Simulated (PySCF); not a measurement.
Isomers of C6H10O2Si2.

All values: PBE0/pcSseg-1 (PySCF) at GFN2-xTB geometries, gas phase, one conformer each.

Question: Rank by the highest IAO charge on any atom, lowest value first.
A. `[CH:1]#[C:2][SiH2:3][Si@H:4]1[CH2:5][C@@H:6]([C:7](=[O:8])[OH:9])[CH2:10]1` with C2–Si3–Si4–C5 138°, C5–C6–C7–O8 53°, C6–C7–O9–H 180°, Si3–Si4–C5–C6 94°, Si4–C5–C6–C7 -91°, C5–C6–C10–Si4 -21°, Si3–Si4–C10–C6 -95°
B. `[CH:1]#[C:2][Si@@H:3]1[CH:4]=[C:5]([CH2:6][O:7][CH3:8])[SiH2:9][O:10]1` with C4–C5–C6–O7 177°, C5–C6–O7–C8 177°
C. `[CH3:1][C:2](=[O:3])[Si@@H:4]1[CH:5]=[CH:6][C@@H:7]([CH:8]=[O:9])[SiH2:10]1` with C1–C2–Si4–C5 32°, C6–C7–C8–O9 48°, C2–Si4–C5–C6 -130°, C5–C6–C7–C8 -70°, C6–C7–Si10–Si4 -37°, C2–Si4–Si10–C7 139°
D. `[O:1]=[CH:2][CH2:3][C:4](=[O:5])[Si@H:6]1[CH:7]=[CH:8][CH2:9][SiH2:10]1` with O1–C2–C3–C4 -41°, C2–C3–C4–O5 -127°, C3–C4–Si6–C7 154°
E. `[SiH3:1][O:2][c:3]1[cH:4][cH:5][cH:6][cH:7][c:8]1[O:9][SiH3:10]` with Si1–O2–C3–C4 180°, C7–C8–O9–Si10 0°

Answer: D (+0.537 e), C (+0.577 e), A (+0.596 e), E (+0.872 e), B (+1.144 e).

Question: Rank by the lowest IAO charge on any atom, lowest value first.
A. `[O:1]=[CH:2][CH2:3][C:4](=[O:5])[Si@H:6]1[CH:7]=[CH:8][CH2:9][SiH2:10]1` with O1–C2–C3–C4 -41°, C2–C3–C4–O5 -127°, C3–C4–Si6–C7 154°
B. `[SiH3:1][O:2][c:3]1[cH:4][cH:5][cH:6][cH:7][c:8]1[O:9][SiH3:10]` with Si1–O2–C3–C4 180°, C7–C8–O9–Si10 0°
C. `[CH3:1][C:2](=[O:3])[Si@@H:4]1[CH:5]=[CH:6][C@@H:7]([CH:8]=[O:9])[SiH2:10]1` with C1–C2–Si4–C5 32°, C6–C7–C8–O9 48°, C2–Si4–C5–C6 -130°, C5–C6–C7–C8 -70°, C6–C7–Si10–Si4 -37°, C2–Si4–Si10–C7 139°
D. `[CH:1]#[C:2][SiH2:3][Si@H:4]1[CH2:5][C@@H:6]([C:7](=[O:8])[OH:9])[CH2:10]1` with C2–Si3–Si4–C5 138°, C5–C6–C7–O8 53°, C6–C7–O9–H 180°, Si3–Si4–C5–C6 94°, Si4–C5–C6–C7 -91°, C5–C6–C10–Si4 -21°, Si3–Si4–C10–C6 -95°
E. `[CH:1]#[C:2][Si@@H:3]1[CH:4]=[C:5]([CH2:6][O:7][CH3:8])[SiH2:9][O:10]1` with C4–C5–C6–O7 177°, C5–C6–O7–C8 177°

Answer: E (-0.894 e), B (-0.581 e), A (-0.542 e), D (-0.520 e), C (-0.474 e).

Question: Rank by the lowest Hirshfeld charge on any atom, highest value first.
A. `[O:1]=[CH:2][CH2:3][C:4](=[O:5])[Si@H:6]1[CH:7]=[CH:8][CH2:9][SiH2:10]1` with O1–C2–C3–C4 -41°, C2–C3–C4–O5 -127°, C3–C4–Si6–C7 154°
B. `[SiH3:1][O:2][c:3]1[cH:4][cH:5][cH:6][cH:7][c:8]1[O:9][SiH3:10]` with Si1–O2–C3–C4 180°, C7–C8–O9–Si10 0°
C. `[CH:1]#[C:2][Si@@H:3]1[CH:4]=[C:5]([CH2:6][O:7][CH3:8])[SiH2:9][O:10]1` with C4–C5–C6–O7 177°, C5–C6–O7–C8 177°
D. `[CH3:1][C:2](=[O:3])[Si@@H:4]1[CH:5]=[CH:6][C@@H:7]([CH:8]=[O:9])[SiH2:10]1` with C1–C2–Si4–C5 32°, C6–C7–C8–O9 48°, C2–Si4–C5–C6 -130°, C5–C6–C7–C8 -70°, C6–C7–Si10–Si4 -37°, C2–Si4–Si10–C7 139°

Answer: B (-0.191 e), A (-0.210 e), D (-0.232 e), C (-0.320 e).

All values together:

```json
{"SMILES": "C#C[Si@@H]1C=C(COC)[SiH2]O1", "μ (D)": "3.33", "HOMO (eV)": "-7.52", "LUMO (eV)": "-0.74", "lowest IAO charge (e)": "-0.894 (O)", "highest IAO charge (e)": "+1.144 (Si)", "lowest Hirshfeld charge (e)": "-0.320 (O)", "highest Hirshfeld charge (e)": "+0.429 (Si)"}
{"SMILES": "O=CCC(=O)[Si@H]1C=CC[SiH2]1", "μ (D)": "2.01", "HOMO (eV)": "-6.86", "LUMO (eV)": "-1.66", "lowest IAO charge (e)": "-0.542 (C)", "highest IAO charge (e)": "+0.537 (Si)", "lowest Hirshfeld charge (e)": "-0.210 (O)", "highest Hirshfeld charge (e)": "+0.249 (Si)"}
{"SMILES": "CC(=O)[Si@@H]1C=C[C@@H](C=O)[SiH2]1", "μ (D)": "4.85", "HOMO (eV)": "-6.44", "LUMO (eV)": "-1.42", "lowest IAO charge (e)": "-0.474 (C)", "highest IAO charge (e)": "+0.577 (Si)", "lowest Hirshfeld charge (e)": "-0.232 (O)", "highest Hirshfeld charge (e)": "+0.256 (Si)"}
{"SMILES": "C#C[SiH2][Si@H]1C[C@@H](C(=O)O)C1", "μ (D)": "2.16", "HOMO (eV)": "-7.45", "LUMO (eV)": "-0.60", "lowest IAO charge (e)": "-0.520 (C)", "highest IAO charge (e)": "+0.596 (Si)", "lowest Hirshfeld charge (e)": "-0.225 (O)", "highest Hirshfeld charge (e)": "+0.278 (Si)"}
{"SMILES": "[SiH3]Oc1ccccc1O[SiH3]", "μ (D)": "2.06", "HOMO (eV)": "-6.41", "LUMO (eV)": "-0.17", "lowest IAO charge (e)": "-0.581 (O)", "highest IAO charge (e)": "+0.872 (Si)", "lowest Hirshfeld charge (e)": "-0.191 (O)", "highest Hirshfeld charge (e)": "+0.399 (Si)"}
```

Conformers: `[CH:1]#[C:2][Si@@H:3]1[CH:4]=[C:5]([CH2:6][O:7][CH3:8])[SiH2:9][O:10]1` with C4–C5–C6–O7 177°, C5–C6–O7–C8 177°; `[O:1]=[CH:2][CH2:3][C:4](=[O:5])[Si@H:6]1[CH:7]=[CH:8][CH2:9][SiH2:10]1` with O1–C2–C3–C4 -41°, C2–C3–C4–O5 -127°, C3–C4–Si6–C7 154°; `[CH3:1][C:2](=[O:3])[Si@@H:4]1[CH:5]=[CH:6][C@@H:7]([CH:8]=[O:9])[SiH2:10]1` with C1–C2–Si4–C5 32°, C6–C7–C8–O9 48°, C2–Si4–C5–C6 -130°, C5–C6–C7–C8 -70°, C6–C7–Si10–Si4 -37°, C2–Si4–Si10–C7 139°; `[CH:1]#[C:2][SiH2:3][Si@H:4]1[CH2:5][C@@H:6]([C:7](=[O:8])[OH:9])[CH2:10]1` with C2–Si3–Si4–C5 138°, C5–C6–C7–O8 53°, C6–C7–O9–H 180°, Si3–Si4–C5–C6 94°, Si4–C5–C6–C7 -91°, C5–C6–C10–Si4 -21°, Si3–Si4–C10–C6 -95°; `[SiH3:1][O:2][c:3]1[cH:4][cH:5][cH:6][cH:7][c:8]1[O:9][SiH3:10]` with Si1–O2–C3–C4 180°, C7–C8–O9–Si10 0°.
